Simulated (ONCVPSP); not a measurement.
## Varying the ONCV potential for Te (Z = 52)

Base potential:

```json
{"Element": "tellurium (Te)", "Generator": "ONCVPSP 4.0.1", "Type": "optimised norm-conserving Vanderbilt (ONCV)", "Functional": "LDA (Perdew-Wang 92)", "Relativity": "scalar-relativistic", "Frozen core": "[Ar] 3d10", "Valence charge": "24", "Reference configuration": "4s2 4p6 4d10 5s2 5p4", "Partial waves": "4s+5s: rc 1.40 bohr, ncon 5, nbas 9, qcut 9.5 1/bohr, 2 projectors; 4p+5p: rc 1.45 bohr, ncon 4, nbas 8, qcut 12 1/bohr, 2 projectors; 4d: rc 0.90 bohr, ncon 4, nbas 9, qcut 12.7 1/bohr, 1 projector", "Local potential": "polynomial inside 0.85 bohr (lpopt 5, dvloc0 0 Ha)", "Core correction": "Teter function fitted to the true core (icmod 2), fcfact 0.35"}
```

All-electron outer shells of the reference configuration (LDA (PZ), scalar-relativistic, ld1.x):

```json
{"shell": "3p", "level (eV)": "-803.47", "outermost node (bohr)": "0.13", "outermost maximum (bohr)": "0.29"}
{"shell": "3d", "level (eV)": "-560.31", "outermost node (bohr)": "–", "outermost maximum (bohr)": "0.24"}
{"shell": "4s", "level (eV)": "-163.99", "outermost node (bohr)": "0.38", "outermost maximum (bohr)": "0.70"}
{"shell": "4p", "level (eV)": "-114.19", "outermost node (bohr)": "0.38", "outermost maximum (bohr)": "0.74"}
{"shell": "4d", "level (eV)": "-41.70", "outermost node (bohr)": "0.36", "outermost maximum (bohr)": "0.81"}
{"shell": "5s", "level (eV)": "-15.36", "outermost node (bohr)": "0.91", "outermost maximum (bohr)": "1.77"}
{"shell": "5p", "level (eV)": "-6.12", "outermost node (bohr)": "1.00", "outermost maximum (bohr)": "2.17"}
```

Cutoffs, loose and tight: the cutoffs (Ha) at which the residual kinetic energy of the hardest occupied pseudo-wave falls to 1 and 0.1 mHa per electron. They do not see the model core or the augmentation charge, which bear on the density cutoff. Test errors are all-electron minus pseudo excitation energies from the reference, over the configurations 4s2 4p6 4d10 5s2 5p3; 4s2 4p6 4d10 5s2 5p2; 4s2 4p6 4d10 5s2 5p1; 4s2 4p6 4d10 5s2 5p0. A dash means not determined; rows that change the core or the reference have their own tests.

A true bound ghost makes a file unfit for plane-wave use even where its test errors are small: the radial tests pick states by their node count and pass the ghost by.

| change | outcome | cutoff, loose | cutoff, tight | bound ghosts | GHOST(+) flags above zero | largest test error (meV) |
| --- | --- | --- | --- | --- | --- | --- |
| base | generated | 56 Ha | 67 Ha | none | s | -24 |
| d: rc 1.04 | generated | 55 Ha | 65 Ha | none | s | -24 |
| core [Kr], valence charge 16; reference 4d10 5s2 5p2; waves now 5s: rc 1.85 bohr, ncon 3, nbas 7, qcut 3.6 1/bohr, 1 projector; 5p: rc 2.15 bohr, ncon 4, nbas 7, qcut 4.1 1/bohr, 2 projectors, debl 3.1 Ha; 4d: rc 1.20 bohr, ncon 5, nbas 10, qcut 15.6 1/bohr, 2 projectors, debl 3.2 Ha; local potential polynomial inside 1.15 bohr (lpopt 1, dvloc0 6 Ha) | generated | 52 Ha | 60 Ha | s | p | +10 over the solved tests; 1 of 4 tests not solved or not reliable |
| d: nbas 7 | generated | 57 Ha | 69 Ha | none | s | -24 |
| reference 4s2 4p6 4d10 5s1 5p5 | generated | 56 Ha | 67 Ha | none | s | -257 |
| local potential polynomial inside 0.75 bohr (lpopt 5, dvloc0 6 Ha) | generated | 56 Ha | 67 Ha | none | s | -24 |
| local potential polynomial inside 0.85 bohr (lpopt 5, dvloc0 1.5 Ha) | generated | 56 Ha | 67 Ha | none | s | -24 |
| s: qcut 10.7 | generated | 56 Ha | 67 Ha | none | s | -25 |
| s: rc 0.92 | generated | 191 Ha | 259 Ha | none | s | -27 |
| p: ncon 3, nbas 7 | generated | 56 Ha | 67 Ha | none | s | -24 |
| core correction Teter function fitted to the true core (icmod 2), fcfact 0.18 | generated | 56 Ha | 67 Ha | none | s | -24 |
| all radii but the core radius scaled by about 1.09 (s 1.52, p 1.58, d 0.98 bohr); local potential polynomial inside 0.92 bohr (lpopt 5, dvloc0 0 Ha) | generated | 55 Ha | 66 Ha | none | s | -25 |
